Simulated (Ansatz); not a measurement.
This geometry of BrH + Cl2F4Mo (9 atoms, charge 0, multiplicity 1) is a first-order saddle point.

Theory: RKS PBE/def2-SVP (Ansatz 0.2.0).

```xyz
9
Properties=species:S:1:pos:R:3
Mo 0.035 0.186 -0.085
Cl -0.491 0.620 2.417
F 1.530 0.007 -1.166
Cl -0.132 2.454 -0.125
F -1.650 -0.515 0.222
F 0.643 -1.397 0.644
F -0.727 0.229 -1.778
Br 2.479 0.997 1.464
H 1.181 0.949 2.373
```

Problem. Which two structures does it join? (They come from a converged band through this point; their orientation in space is the band's.)

Solution. Bonds broken: Mo1–Cl2, Br8–H9. Bonds formed: Mo1–Br8, Cl2–H9. BrH + Cl2F4Mo becomes BrClF4Mo + ClH.

First end point:

```xyz
9
Properties=species:S:1:pos:R:3
Mo -0.113 -0.248 -0.210
Cl 0.588 -0.324 2.001
F 1.564 -0.788 -0.772
Cl 0.477 1.945 -0.443
F -1.811 0.238 0.336
F -0.612 -2.033 -0.082
F -0.707 -0.306 -1.967
Br 1.915 3.213 2.432
H 1.569 1.832 2.672
```

Last end point:

```xyz
9
Properties=species:S:1:pos:R:3
Mo 0.435 0.114 -0.420
Cl 0.214 1.390 3.832
F 1.567 -0.323 -1.814
Cl 0.270 2.283 -1.144
F -0.804 0.451 0.948
F 0.470 -1.658 0.137
F -1.004 -0.350 -1.507
Br 2.291 0.621 1.067
H -0.570 1.001 2.867
```

Problem. How far does it lie above each of them?

Solution. 0.83 eV above the first and 0.81 eV above the second. This is the barrier of this one path; another mechanism may lie lower. The orbitals stay closed-shell, which can raise the energy where a bond breaks towards radicals; this wasn't checked here.

The run took 13 min on 4 threads of Arm Neoverse V1, with other jobs on the host, peak memory 0.48 GiB.
